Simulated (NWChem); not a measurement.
Species: SiH3S2Cl; SMILES S[SiH](Cl)S

```xyz
7

Si     0.0317     0.0282     0.5105
S     -1.5577    -1.1569    -0.2836
S     -0.0590     2.0581    -0.1334
Cl     1.7375    -0.9495    -0.1158
H      0.0517     0.1074     1.9924
H     -2.5164    -0.2844     0.1031
H     -0.2097     1.7444    -1.4399
```
Atoms are numbered in this order, from 1.

Computed with NWChem. Pople sets run with spherical d functions. Structure relaxed at the PBE0/def2-SVP level. Vzz is the largest principal value of the second derivative of the potential at the nucleus (NWChem prints the opposite sign); η is the asymmetry. Non-relativistic.

| level | Vzz S2 (a.u.) | η S2 | Vzz S3 (a.u.) | η S3 | Vzz Cl4 (a.u.) | η Cl4 | relative time |
|---|---|---|---|---|---|---|---|
| CAM-B3LYP/6-31G* | -2.077 | 0.71 | -1.968 | 0.75 | 2.145 | 0.03 | 2 |
| CAM-B3LYP/cc-pVTZ | -2.023 | 0.74 | -1.923 | 0.79 | 2.069 | 0.02 | 40 |
| PBE/6-31G* | -2.009 | 0.67 | -1.884 | 0.72 | 2.142 | 0.03 | 1 |
| PBE/def2-SVP | -1.981 | 0.71 | -1.856 | 0.77 | 2.069 | 0.04 | 1 |

Relative times are rough (shared machine, one core).
